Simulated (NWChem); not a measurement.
System: BCl

```xyz
2

B      0.0000     0.0000    -1.2902
Cl     0.0000     0.0000     0.4290
```
Atoms are numbered in this order, from 1.

Computed with NWChem. The geometry was optimised at PBE0/def2-SVP. Vertical excitations in the gas phase; the lowest state need not have the same character in each row.

| level | lowest excitation, singlet (eV) | oscillator strength of that lowest state | lowest triplet (eV) | orbital gap (eV) |
|---|---|---|---|---|
| PBE/def2-SVPD, full TDDFT | 4.38 | 0.058 | 1.69 | 3.26 |
| B3LYP/def2-SVPD, full TDDFT | 4.38 | 0.060 | 1.76 | 5.08 |
| LRC-wPBEh/def2-SVPD, full TDDFT | 4.38 | 0.062 | 1.46 | 9.14 |
| PBE0/def2-SVPD, full TDDFT | 4.37 | 0.061 | 1.45 | 5.50 |
